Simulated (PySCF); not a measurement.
# SmH: one state, many levels of theory

State: octet, about 6.0 electrons in the 4f shell (Mulliken), real f orbitals that mix terms. Set-up: basis Sm x2c-TZVPPall, H x2c-TZVPPall; spin-free X2C with a Gaussian nucleus; PySCF 2.14. De refers to Sm (4f6 6s2) + H in their high-spin ground configurations, without counterpoise correction. The functionals are run spin-unrestricted. A positive dipole means Sm(−)H(+).

| Level | Re (Å) | ωe (cm⁻¹) | De (eV) | μ (D) |
| --- | --- | --- | --- | --- |
| UHF | 2.198 | 1193 | n/a | -3.11 |
| UHF-MP2 | 2.078 | 1314 | n/a | n/a |
| UHF-SCS-MP2 | 2.105 | 1286 | n/a | n/a |
| PBE | 2.102 | 1224 | 2.09 | -3.30 |
| PW91 | 2.099 | 1230 | 2.13 | -3.31 |
| r²SCAN | 2.098 | 1249 | 2.42 | -3.44 |
| r²SCANh | 2.103 | 1249 | 2.36 | -3.51 |
| PBE0 | 2.108 | 1241 | 2.06 | -3.41 |
| r²SCAN0 | 2.109 | 1250 | 2.28 | -3.55 |
| HSE06 | 2.110 | 1240 | 2.05 | -3.47 |
| BHandHLYP | 2.131 | 1234 | 1.98 | -3.60 |

(1) What does a quarter of exact exchange do here, going from PBE to PBE0?

(2) What does a quarter of exact exchange do here, going from r²SCAN to r²SCAN0?

(3) What does second-order correlation do here, going from UHF to UHF-MP2?

Correlated steps freeze 18 core orbitals. Spin–orbit coupling is left out, which matters for elements this heavy, above all for dissociation energies. The state is the lowest single determinant that the PBE0 search found; with open d or f shells the true ground state can be another one.

The whole job (state search and all levels along the bond) took about 21 min on 2 threads of Arm Neoverse V1 (shared host), peak memory 9.9 GiB.

## Answers

(1) PBE0 less PBE: +0.6 pm in Re, +1.4 % in ωe, -0.03 eV in De. Exact exchange removes part of the self-interaction that spreads semilocal densities, and in most molecules shortens and stiffens the bond and lowers De; here Re goes the other way.

(2) r²SCAN0 less r²SCAN: +1.1 pm in Re, +0.1 % in ωe, -0.14 eV in De. Exact exchange removes part of the self-interaction that spreads semilocal densities, and in most molecules shortens and stiffens the bond and lowers De; here Re goes the other way.

(3) UHF-MP2 less UHF: -12.0 pm in Re, +10.1 % in ωe. Correlation nearly always deepens the well. The bond shortens, as in weak, metallic or heavy-atom bonds, where dispersion and the correlation of outer-core electrons pull the atoms together.
